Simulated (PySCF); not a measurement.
**Electron correlation in Si²⁺ (silicon, charge +2)**

[Ne] 3d2, high-spin 3F determinant (an excited configuration). Computed with PySCF 2.14 in x2c-TZVPPall with one added diffuse shell each of s, p, d type (6s6p4d1f, 51 functions), with scalar relativity by spin-free X2C-1e. Frozen: 1s2; 10 electrons correlated.

```
  level  correlation energy (mhartree)
   CCSD                        -157.19
    (T)                          -0.99
CCSD(T)                        -158.18
```

Diagnostics: T1 = 0.0051, D1 = 0.0146, largest double amplitude 0.080.

Problem. Is a single reference adequate?

Solution. Mostly. T1 lies below 0.03, but a double amplitude of this size points to a near-degeneracy that CCSD handles and MP2 describes poorly.

This basis was not built for core-valence correlation, so the inner-shell part is incomplete.
